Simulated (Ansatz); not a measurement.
`[AlH2][O][AlH2]` + `C[SeH]` → `C[Se][AlH2]` + `[OH][AlH2]` at 298.15 K and 1 bar (ligand exchange at the Al–O bond).

Isolated molecules relaxed with PBE0-D4/def2-TZVP in Ansatz; ΔE leaves out vibrations. CCSD(T)/CBS adds triple-zeta CCSD(T) − MP2 to the extrapolated MP2 energy (def2 sets, frozen cores). This one scheme is used for every species. For Se outer-core shells are correlated without core-valence functions, which leaves a few kJ/mol of doubt a bond. Scalar relativity is left out up to krypton.

```json
{"species": "`[AlH2][O][AlH2]`", "CCSD(T)/CBS energy (Eh)": "-561.69291", "H − E (kJ/mol)": "100.1", "S (J/(mol·K))": "307.5"}
{"species": "`C[SeH]`", "CCSD(T)/CBS energy (Eh)": "-2441.15625", "H − E (kJ/mol)": "129.5", "S (J/(mol·K))": "267.5"}
{"species": "`C[Se][AlH2]`", "CCSD(T)/CBS energy (Eh)": "-2683.80327", "H − E (kJ/mol)": "153.5", "S (J/(mol·K))": "324.5"}
{"species": "`[OH][AlH2]`", "CCSD(T)/CBS energy (Eh)": "-319.03157", "H − E (kJ/mol)": "82.3", "S (J/(mol·K))": "252.8"}
```

H − E and S are ideal-gas, rigid-rotor, harmonic terms from PBE0-D4/def2-TZVP. 1 Eh = 2625.50 kJ/mol, R = 8.31446 J/(mol·K).

**Question.** By hand: ΔE, ΔH, ΔS and ΔG.

**Answer.** ΔE = (-2683.80327) + (-319.03157) − (-561.69291) − (-2441.15625) = 0.01432 Eh = 37.6 kJ/mol. Δ(H − E) = 153.5 + 82.3 − 100.1 − 129.5 = 6.2, so ΔH = 43.8 kJ/mol. ΔS = 324.5 + 252.8 − 307.5 − 267.5 = 2.3 J/(mol·K). ΔG = 43.8 − 298.15 × (2.3)/1000 = 43.1 kJ/mol.

**Question.** By hand: the equilibrium constant, and the temperature at which ΔG would vanish if ΔH and ΔS stayed fixed.

**Answer.** log₁₀ K = −ΔG/(RT ln 10) = -7.6. ΔG = 0 at ΔH/ΔS = 19043 K, far beyond where these terms or the molecules hold.

The number of gas molecules stays the same, so ΔS is small and ΔH decides. A doubt of 5 kJ/mol in ΔE shifts log₁₀ K by 0.9 here. These are equilibria of isolated gas molecules and say nothing of rates. Largest T1 diagnostic: 0.013 (customary marks: 0.02 for closed shells, 0.045 for open ones).
